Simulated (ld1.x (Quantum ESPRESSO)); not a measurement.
Results of a calculation; reference values are marked as such.
## Potentials for F compared

Generated with ld1.x 7.5 (TM, RRKJ, ultrasoft, PAW), atompaw 4.2 or ONCVPSP 4.0.1. The cutoff is in Ry: for ld1.x and atompaw files where the sum of valence levels is converged to 10 mRy in a Bessel basis, for ONCV files where the hardest occupied wave has 1 mHa per electron of residual kinetic energy. The error is the largest all-electron minus pseudo excitation energy over each file’s own four to seven test configurations (ionisations up to +4, promotions, holes and added fractions of an electron), all of which were solved. The labels leave out finer settings (local radius, basis sizes, second energies), which also bear on the numbers. Spin-polarised tests are not counted. The rows are a selection from randomly drawn settings: files with unsolved tests, undetermined cutoffs or missed reference levels are left out.

```csv
potential,cutoff (Ry),largest error (meV),bound ghosts
"PAW, PBEsol, scalar-relativistic, rc 0.70/1.25/1.05 (spd), local d, core correction yes, reference 2s2 2p3",60,+48,none
"TM, PBE, scalar-relativistic, rc 0.55/0.90/0.85 (spd), local d, core correction no, reference 2s2 2p5",230,+529,none
```

(1) Fill in the row for F: TM, PBE, non-relativistic, rc 0.85/0.85/0.75 (spd), local p, core correction no, reference 2s2 2p5.

(2) Fill in the row for F: TM, LDA (PZ), non-relativistic, rc 0.75/1.15/1.05 (spd), local s, core correction yes, reference 2s2 2p5.

(3) Fill in the row for F: PAW, LDA (PZ), scalar-relativistic, rc 1.00/1.70/1.50 (spd), local smoothed, core correction yes, reference 2s1.5 2p5.5.

Results:

(1) cutoff 160 Ry, largest error +427 meV, bound ghosts: none.

(2) cutoff 160 Ry, largest error +938 meV, bound ghosts: none.

(3) cutoff 35 Ry, largest error -65 meV, bound ghosts: none.
